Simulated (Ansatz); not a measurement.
Reaction (hydrogen abstraction from the Sn–H bond): `[Cl][SnH3]` + F• → `[Cl][SnH2]`• + H–F

Program: Ansatz. Geometries: PBE0-D4/def2-TZVP. ΔE: electronic, gas phase. CCSD(T)/CBS adds triple-zeta CCSD(T) − MP2 to the extrapolated MP2 energy (def2 sets, frozen cores). This one scheme is used for every species, atoms too. Functionals use def2-TZVPP. B3LYP here is the variant with VWN-RPA as its local correlation; programs differ in this. HSE06 is defined as in plane-wave codes. No spin–orbit coupling; open shells (•) take unrestricted orbitals. Spin–orbit coupling would lower the free atoms: a little for F. Elements past krypton have def2 core potentials. For Sn outer-core shells are correlated without core-valence functions, so the limit isn't a true one: a few kJ/mol of doubt a bond, and 10 to 20 or more in all where bonds break to atoms.

```
             level  ΔE (kJ/mol)  difference from CCSD(T)/CBS
       LDA (SPW92)       -327.7                        -68.3
            PBE-D4       -283.1                        -23.7
         revPBE-D4       -271.7                        -12.3
           BLYP-D4       -277.3                        -17.9
         r2SCAN-D4       -262.2                         -2.8
            B97M-V       -238.4                         21.0
           PBE0-D4       -255.9                          3.5
          B3LYP-D4       -259.9                         -0.5
        r2SCANh-D4       -254.8                          4.6
        r2SCAN0-D4       -243.9                         15.5
          HSE06-D4       -257.3                          2.1
          BHLYP-D4       -224.9                         34.5
      CAM-B3LYP-D4       -256.1                          3.3
           ωB97X-V       -243.5                         15.9
            B2PLYP       -257.9                          1.5
            revPBE       -274.2                        -14.8
              BLYP       -279.3                        -19.9
            r2SCAN       -262.5                         -3.1
              PBE0       -256.8                          2.6
             B3LYP       -261.4                         -2.0
           r2SCANh       -255.1                          4.3
             HSE06       -258.1                          1.3
             BHLYP       -226.0                         33.4
         CAM-B3LYP       -257.0                          2.4
           LC-ωPBE       -255.3                          4.1
RPA@PBE/def2-TZVPP       -213.1                         46.3
       HF/def2-SVP       -141.7                        117.7
      MP2/def2-SVP       -246.3                         13.1
     CCSD/def2-SVP       -219.9                         39.5
  CCSD(T)/def2-SVP       -222.3                         37.1
     HF/def2-TZVPP       -153.5                        105.9
    MP2/def2-TZVPP       -274.7                        -15.3
   CCSD/def2-TZVPP       -240.1                         19.3
CCSD(T)/def2-TZVPP       -246.7                         12.7
     HF/def2-QZVPP       -155.0                        104.4
    MP2/def2-QZVPP       -282.5                        -23.1
SCS-MP2/def2-QZVPP       -262.2                         -2.8
      HF/CBS(def2)       -155.2                        104.2
     MP2/CBS(def2)       -287.4                        -28.0
    CCSD/CBS(def2)       -252.8                          6.6
       CCSD(T)/CBS       -259.4                            0
```

Q: What do rigid-rotor, harmonic-oscillator terms from PBE0-D4/def2-TZVP frequencies (298.15 K, 1 bar) make of the CCSD(T)/CBS value? (Estimate.)

A: Computed: ΔZPE = +3.3 kJ/mol, ΔH = -254.3 kJ/mol, ΔS = 24 J/(mol·K), ΔG = -261.3 kJ/mol. Open shells count their whole term as degenerate.

Largest T1 diagnostic among the species: 0.015.

From BLYP to BHLYP (50 % exact exchange), in def2-TZVPP and without D4, ΔE moves by +53.4 kJ/mol. In def2-TZVPP, CCSD(T) changes the Hartree–Fock value by −93.3 kJ/mol (the triples alone add −6.6 kJ/mol) and MP2 by −121.2 kJ/mol.

CCSD(T)/CBS has its own doubt, a few kJ/mol and more with outer-core shells, so smaller differences from it don't rank the levels.
